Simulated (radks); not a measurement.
The selenium anion Se- inside a hard spherical wall (all orbitals vanish at R), configuration held at [Ar] 3d10 4s2 4p5 and not refilled when levels cross. Method: non-relativistic Kohn-Sham, r2SCAN, spin-unpolarised, spherical densities, point nucleus; meta-GGA in the generalised Kohn-Sham scheme; computed with a radial shooting solver on a logarithmic mesh with Libxc functionals. Eigenvalues in eV, with the zero of energy where the potential of the charges vanishes at infinity; a dash marks a level that is unbound or too diffuse for the functional's potential to be trusted. A positive occupied level is held by the wall or, in an anion where self-interaction has pushed it up, behind a barrier. The pressure on the wall is -dE/dV.

R (bohr)  E (hartree)  kinetic (hartree)    e(3p)    e(3d)   e(4s)   e(4p)  e(5s, empty)  e(5p, empty)  pressure (GPa)
20        -2401.59237           2400.125  -146.98  -47.351  -9.538   0.472         2.501         2.716        < 0.0001
15        -2401.59233           2400.126  -146.98  -47.341  -9.529   0.480         3.280         3.791        0.000262
10        -2401.59100           2400.134  -146.83  -47.193  -9.399   0.599         5.017         6.623          0.0256
8         -2401.58501           2400.169  -146.44  -46.805  -9.074   0.905         6.872         9.647           0.243
7         -2401.57375           2400.230  -145.92  -46.294  -8.666   1.305         8.692        12.396           0.863
3.5       -2400.52930           2404.327  -131.77  -32.319   2.067  13.783        51.132        62.749             292
2.5       -2396.55795           2416.761  -110.43  -11.450  24.769  40.744        134.91        151.98            3280
